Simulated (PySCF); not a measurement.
A calculated (BP86, PySCF 2.14, x2c-TZVPall, scalar relativity by spin-free X2C-1e) atom or ion has these occupied shells.

| shell | electrons | orbital energy (eV) | rms radius, mean of both spins (bohr) |
| --- | --- | --- | --- |
| 1s α | 1 | -117.88 | 0.488 |
| 1s β | 1 | -117.45 | 0.488 |
| 2s α | 1 | -14.485 | 2.44 |

Q: Name the element and its charge.

A: Be⁺ (beryllium, charge +1), in [He] 2s1, 2S determinant.
